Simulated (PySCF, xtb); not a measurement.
C2H6BF2N, SMILES CNB(F)CF.

GFN2-xTB (xtb 6.7.1) at its own geometry gives an orbital gap of 6.26 eV and a dipole moment of 1.66 D.

Coordinates come from a TPSSh-D3(BJ)/def2-SVP optimisation. The structure was generated by enumeration, and PubChem lists no compound with its InChIKey, so it may never have been made. One conformer was computed; it need not be the lowest.

### Question
What does HF/def2-TZVP (PySCF) give? (The exact figures need the calculation; the answer reports its results.)

### Answer
gap 14.28 eV (levels -11.08 and 3.19 eV), dipole 1.00 D.
